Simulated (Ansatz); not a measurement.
Ga3Sb3H12, a cluster cut from wurtzite GaSb (hydrogen-capped) was relaxed with PBE-D4 (def2-SVP) in Ansatz in these states: charge +1 doublet, neutral singlet. The geometries follow in no particular order.

In the def2 sets Sb takes a core potential; there is no spin–orbit coupling.

A:

```tsv
atom	x (Å)	y (Å)	z (Å)
Sb1	-0.8914	0.4952	2.2071
Ga2	-1.7996	-1.9671	1.3890
Sb3	0.1579	-2.3751	-0.4975
Ga4	-0.4911	2.6408	0.6789
Sb5	1.3265	1.7322	-1.3222
Ga6	0.7642	-0.7819	-2.5455
H7	-1.9516	1.0798	3.4133
H8	0.5034	0.3914	3.1918
H9	-1.4921	-2.9579	2.5595
H10	-3.0825	-1.6458	0.5502
H11	1.6653	-2.7938	0.1943
H12	-0.1425	-3.8751	-1.2593
H13	0.7960	3.4615	1.1172
H14	-1.7216	3.0389	-0.1992
H15	2.9242	1.7382	-0.7062
H16	1.5645	2.9396	-2.5113
H17	-0.4574	-0.4045	-3.4448
H18	2.3278	-0.7163	-2.8154
```

B:

```xyz
18

Sb    1.272   -0.998   -1.706
Ga    1.921   -1.987    0.732
Sb   -0.315   -1.163    2.020
Ga    0.547    1.531   -2.355
Sb   -1.457    1.761   -0.545
Ga   -1.368    1.332    2.128
H     2.518   -1.466   -2.792
H     0.078   -2.043   -2.364
H     1.913   -3.562    0.657
H     3.092   -1.079    1.272
H    -1.584   -2.218    1.544
H    -0.215   -1.742    3.634
H    -0.076    1.524   -3.803
H     1.708    2.465   -1.837
H    -2.781    0.849   -1.152
H    -2.189    3.296   -0.788
H    -0.220    2.263    2.680
H    -2.844    1.238    2.675
```

Q: Judge from the bond lengths which geometry belongs to which state (an estimate).

A: A is the charge +1 doublet (Sb5–Ga6 2.852 Å, Ga4–Sb5 2.852 Å, Sb1–Ga4 2.665 Å); B is the neutral singlet (Sb5–Ga6 2.709 Å, Ga4–Sb5 2.710 Å, Sb1–Ga4 2.710 Å).
